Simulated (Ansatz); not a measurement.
Reaction (redistribution): `C[CH2][Mg][NH2]` + `[SiH3]S` → `[NH2][Mg][SH]` + `CC[SiH3]`

Isolated molecules relaxed with PBE0-D4/def2-TZVP in Ansatz; ΔE leaves out vibrations. CCSD(T)/CBS adds triple-zeta CCSD(T) − MP2 to the extrapolated MP2 energy (def2 sets, frozen cores). For Mg outer-core shells are correlated without core-valence functions, which leaves a few kJ/mol of doubt a bond. One conformer a species, not always the lowest.

```
          species  HF/def2-QZVPP energy (Eh)
`C[CH2][Mg][NH2]`                 -333.93704
        `[SiH3]S`                 -688.85910
  `[NH2][Mg][SH]`                 -653.46298
       `CC[SiH3]`                 -369.37867
```

Question: Work out ΔE.

Answer: ΔE = (-653.46298) + (-369.37867) − (-333.93704) − (-688.85910) = -0.04551 Eh = -119.5 kJ/mol. CCSD(T)/CBS gives -102.7 kJ/mol.

Largest T1 diagnostic among the species: 0.011.

From BLYP to BHLYP (50 % exact exchange), in def2-TZVPP and without D4, ΔE moves by −12.9 kJ/mol. At CCSD(T), def2-SVP lies −13.3 kJ/mol from the extrapolated value and def2-TZVPP −1.7 kJ/mol.
